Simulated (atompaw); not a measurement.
# An all-electron radial function and its pseudo partner (europium (Eu))

Columns: radius, all-electron u(r) and pseudo u(r) of the 4f shell (level -2.72 eV) of europium in the configuration [Kr] 4d10 4f7 5s2 5p6 5d0 6s2 6p0; PBE, scalar-relativistic, PAW (atompaw) scheme, atompaw 4.2.0.5.

```tsv
r (bohr)	all-electron	pseudo
0.108	0.0825	0.0032
0.215	0.3940	0.0442
0.323	0.7214	0.1823
0.431	0.9308	0.4280
0.538	1.0172	0.7035
0.646	1.0190	0.9004
0.754	0.9730	0.9543
0.862	0.9048	0.9046
0.969	0.8298	0.8298
1.077	0.7544	0.7544
1.185	0.6832	0.6832
1.292	0.6179	0.6179
1.400	0.5578	0.5578
1.508	0.5035	0.5035
1.615	0.4551	0.4551
1.723	0.4113	0.4113
1.831	0.3721	0.3721
1.938	0.3375	0.3375
2.046	0.3062	0.3062
2.154	0.2783	0.2783
2.262	0.2534	0.2534
2.369	0.2313	0.2313
2.477	0.2114	0.2114
2.585	0.1935	0.1935
2.692	0.1777	0.1777
2.800	0.1633	0.1633
```

(1) How many radial nodes do the two functions have?

(2) At about which radius was the pseudo-wave matched?

(3) Where does each function peak?

(4) Is the pseudo-wave norm-conserving?

## Answers

(1) The all-electron 4f function has n − l − 1 = 0; the pseudo-wave has 0.

(2) 0.90 bohr, where the columns begin to agree (steps of 0.11 bohr).

(3) Outermost all-electron maximum near 0.65 bohr, pseudo maximum near 0.75 bohr (to the table’s step).

(4) No, it belongs to a PAW set: the norm inside the radius is not constrained, and the difference is carried by the augmentation charge.
